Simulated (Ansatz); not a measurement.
One change: `[CH3][Al]([OH])[SeH]` becomes `[CH3][Al]([OH])[Se][GaH2]`.

Ansatz, PBE0-D4/def2-TZVP geometries, multiplicity 1. Each molecule was computed in one conformer, which needn't be the lowest. `[CH3][Al]([OH])[Se][GaH2]` holds a close contact that its SMILES doesn't draw: Ga···O 2.10 Å.

Scalar relativity is left out up to krypton. Spin–orbit coupling is left out; it splits and shifts lone-pair levels of the heavy atoms by tenths of an eV.

```csv
property,`[CH3][Al]([OH])[SeH]`
size of the dipole moment (B3LYP/def2-TZVPP) / D,0.65
LUMO energy (B3LYP/def2-TZVPP) / eV,-0.53
HOMO–LUMO gap (ωB97M-V/def2-TZVPP) / eV,10.61
LUMO energy (ωB97M-V/def2-TZVPP) / eV,1.27
HOMO energy (PBE/def2-TZVPP) / eV,-6.05
HOMO energy (PBE0/def2-TZVPP) / eV,-7.19
```

**Question.** What does the change do to each property? (Best estimate.)

**Answer.** Computed: 
```csv
property,`[CH3][Al]([OH])[Se][GaH2]`,shift
size of the dipole moment (B3LYP/def2-TZVPP) / D,4.49,3.84
LUMO energy (B3LYP/def2-TZVPP) / eV,-0.87,-0.34
HOMO–LUMO gap (ωB97M-V/def2-TZVPP) / eV,9.53,-1.08
LUMO energy (ωB97M-V/def2-TZVPP) / eV,0.84,-0.43
HOMO energy (PBE/def2-TZVPP) / eV,-5.56,0.49
HOMO energy (PBE0/def2-TZVPP) / eV,-6.62,0.57
```

With PBE0 the HOMO rises by 0.57 eV and the LUMO falls by 0.36 eV, so the gap narrows by about 0.93 eV. PBE moves the HOMO by 0.49 eV and ωB97M-V by 0.65 eV. Dipoles are sizes alone; their direction can turn.

B3LYP here is the variant with VWN-RPA as its local correlation; programs differ in this.
